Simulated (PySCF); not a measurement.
**Nd⁴⁵⁺: ionisation energy**

Nd⁴⁵⁺ [Ne] 3s2 3p3 (4S) → Nd⁴⁶⁺ [Ne] 3s2 3p2 (3P), as a difference of total energies. All numbers are calculated (PySCF 2.14, scalar relativity by spin-free X2C-1e, in an even-tempered Gaussian basis (18 s from 9.6 bohr⁻², ratio 2.5; 12 p from 12 bohr⁻², ratio 2.5; 4 d from 50 bohr⁻², ratio 2.7; 4 f from 74 bohr⁻², ratio 2.7)). Correlated levels: outer shells: 1s2 frozen; virtual orbitals above 40 to 60 times the deepest correlated orbital energy dropped. The calculations carry no spin-orbit coupling.

| method | ionisation energy (eV) |
| --- | --- |
| UHF | 3718.6 |
| LDA | 3718.7 |
| PBE | 3719.4 |
| PBE0 | 3719.6 |
| r2SCAN | 3720.6 |
| TPSSh | 3719.6 |
| BHandHLYP | 3719.8 |
| MP2 (outer shells) | 3719.1 |
| SCS-MP2 (outer shells) | 3718.9 |

Spin-orbit coupling is strong in these open shells (close to jj coupling). The scalar numbers leave it out and a first-order estimate fails, so it can dominate the gap to the real levels.

The ground level that NIST lists for one species does not belong to the high-spin term computed here, so part of any gap is the choice of state.

Breit and QED terms and the two-electron picture change are absent.

For comparison: 3662 ± 4 eV (theoretical estimate listed by NIST; NIST Atomic Spectra Database, ionization energies).
